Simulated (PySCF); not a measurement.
Ligands exchanged one at a time, Ge OH-OCH3. All species are isolated molecules in the gas phase. One relaxed conformer stands for each flexible species; it need not be the lowest. Strings in code marks are SMILES.

All values below come from PBE0-D3(BJ)/def2-TZVP // PBE0-D3(BJ)/def2-SVP in PySCF. All candidates: neutral, multiplicity 1. Excitations are Tamm–Dancoff values on a coarser integration grid. The basis has no diffuse functions, so Rydberg states are missing or too high.

```json
{
  "HOMO": "-9.21 eV",
  "LUMO": "-0.28 eV",
  "S1 excitation (TDA)": "7.42 eV"
}
```

Task: Identify which member has these values.
A) `[OH][Ge]([OH])([OH])[OH]`
B) `C[O][Ge]([OH])([OH])[O]C`
C) `C[O][Ge]([OH])([OH])[OH]`

Result: A, `[OH][Ge]([OH])([OH])[OH]`. The others give `C[O][Ge]([OH])([OH])[O]C`: -8.15 eV, -0.05 eV, 6.73 eV; `C[O][Ge]([OH])([OH])[OH]`: -8.27 eV, -0.17 eV, 6.75 eV
